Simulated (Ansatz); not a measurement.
[Al(H2S)(H2O)5]3+ (AlSO₅H₁₂³⁺), relaxed as a singlet with RKS PBE-D4/def2-SVP in Ansatz, starting from the GFN2-xTB (ALPB water) geometry. Force threshold 0.02 eV/Å.

Start:

```xyz
19

Al    0.1412    0.0118   -0.0218
S    -1.9929    0.9253    1.0378
H    -2.8280    0.9122    0.0145
H    -2.4898   -0.1693    1.5865
O     1.7520   -0.5721   -0.7299
H     2.0839   -0.3849   -1.6166
H     2.4138   -1.1216   -0.2920
O    -0.7992   -1.4477   -0.6637
H    -0.4157   -2.3295   -0.7718
H    -1.7047   -1.5021   -0.9956
O     0.9268    1.5323    0.6851
H     1.8266    1.8315    0.4877
H     0.5460    2.1739    1.2985
O     0.4670   -0.9096    1.5529
H     0.1288   -1.7740    1.8229
H     0.9989   -0.5812    2.2903
O    -0.2730    0.9360   -1.5747
H    -0.1920    1.8917   -1.6941
H    -0.5897    0.5773   -2.4158
```

```csv
step,energy (eV),largest force component (eV/Å),SCF passes
1,-27804.6690,1.526,17
2,-27805.0888,1.001,19
3,-27805.2296,0.601,18
4,-27805.2517,0.611,18
5,-27805.2780,0.104,18
6,-27805.2797,0.043,18
7,-27805.2801,0.004,18
```

Force components are those of the run's own axes.

End:

| atom | x (Å) | y (Å) | z (Å) |
| --- | --- | --- | --- |
| Al1 | 0.061 | 0.014 | -0.005 |
| S2 | -2.003 | 0.953 | 1.008 |
| H3 | -2.973 | 1.007 | 0.041 |
| H4 | -2.600 | -0.025 | 1.759 |
| O5 | 1.762 | -0.590 | -0.736 |
| H6 | 2.132 | -0.374 | -1.625 |
| H7 | 2.431 | -1.156 | -0.281 |
| O8 | -0.787 | -1.574 | -0.744 |
| H9 | -0.327 | -2.281 | -1.259 |
| H10 | -1.735 | -1.843 | -0.692 |
| O11 | 0.951 | 1.595 | 0.720 |
| H12 | 1.909 | 1.818 | 0.634 |
| H13 | 0.540 | 2.326 | 1.242 |
| O14 | 0.486 | -0.953 | 1.633 |
| H15 | 0.236 | -1.881 | 1.858 |
| H16 | 0.924 | -0.580 | 2.435 |
| O17 | -0.249 | 0.977 | -1.671 |
| H18 | -0.027 | 1.921 | -1.851 |
| H19 | -0.730 | 0.647 | -2.467 |

By distances, no bond broke or formed. The bond that changes most is Al1–O11, from 1.85 to 1.95 Å (atoms count from 1).

No frequencies were taken in this run, so the end may be a saddle point.

Hardware: 4 threads of Intel Xeon on a shared host. Wall time 40 s.
